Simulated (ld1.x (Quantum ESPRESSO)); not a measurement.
## gallium (Ga), TM: configuration errors across variants

| Item | Value |
| --- | --- |
| Element | gallium |
| Generator | ld1.x (Quantum ESPRESSO) 7.5 |
| Type | norm-conserving Troullier–Martins (Kleinman–Bylander form) |
| Functional | PBEsol |
| Relativity | scalar-relativistic |
| Frozen core | [Ar] 3d10 |
| Valence charge | 3 |
| Reference configuration | 4s2 4p1 |
| Partial waves | 4p (bound): rc 1.90 bohr; 4d channel at 0.1 Ry: rc 1.85 bohr; 4s (bound): rc 2.00 bohr |
| Local potential | the s channel |
| Core correction | Bessel-smoothed model core inside 1.45 bohr |

All-electron excitation energies from the reference (eV): (1) 4s2 4p0 5.679; (2) 4s1 4p0 26.815; (3) 4s2 4p0.5 2.027; (4) 4s2 4p1.3 -0.531; (5) 4s1 4p2 6.551; (6) 4s0 4p3 13.390; (7) 4s1 4p1 13.084.

A true bound ghost makes a file unfit for plane-wave use even where its test errors are small: the radial tests pick states by their node count and pass the ghost by.

Errors AE − PS in meV (a dash: test not solved or not reliable):

| change | (1) | (2) | (3) | (4) | (5) | (6) | (7) | bound ghosts |
| --- | --- | --- | --- | --- | --- | --- | --- | --- |
| base | -12 | -189 | -1.8 | -0.1 | -21 | -83 | -54 | d |
| all radii but the core radius scaled by about 0.78 (s 1.56, p 1.48, d 1.44 bohr) | -12 | -192 | -1.8 | -0.1 | -18 | -69 | -52 | p, d |
| all radii but the core radius scaled by about 0.82 (s 1.64, p 1.56, d 1.50 bohr) | -12 | -192 | -1.8 | -0.1 | -18 | -69 | -52 | p, d |
| all radii but the core radius scaled by about 0.90 (s 1.80, p 1.72, d 1.66 bohr) | -12 | -190 | -1.8 | -0.1 | -18 | -73 | -52 | d |
| all radii but the core radius scaled by about 0.95 (s 1.90, p 1.80, d 1.76 bohr) | -12 | -190 | -1.8 | -0.1 | -19 | -77 | -53 | d |
| all radii but the core radius scaled by about 1.09 (s 2.18, p 2.08, d 2.02 bohr) | -11 | -189 | -1.8 | -0.1 | -25 | -104 | -58 | d |
| all radii but the core radius scaled by about 1.18 (s 2.34, p 2.24, d 2.18 bohr) | -11 | -190 | -1.7 | -0.1 | -28 | -119 | -61 | d |
| all radii but the core radius scaled by about 1.24 (s 2.48, p 2.36, d 2.28 bohr) | -9.4 | -192 | -1.7 | -0.1 | -35 | -154 | -70 | d |
| all radii but the core radius scaled by about 1.32 (s 2.64, p 2.52, d 2.44 bohr) | -8.4 | -196 | -1.7 | -0.2 | -41 | -186 | -80 | d |
| all radii but the core radius scaled by about 1.39 (s 2.78, p 2.64, d 2.56 bohr) | -7.2 | -200 | -2.0 | -0.4 | -50 | -233 | -98 | none |

Question: Give the same row for: all radii but the core radius scaled by about 1.04 (s 2.08, p 1.98, d 1.92 bohr).

Answer: -12, -189, -1.8, -0.1, -22, -92, -55; bound ghosts: d.
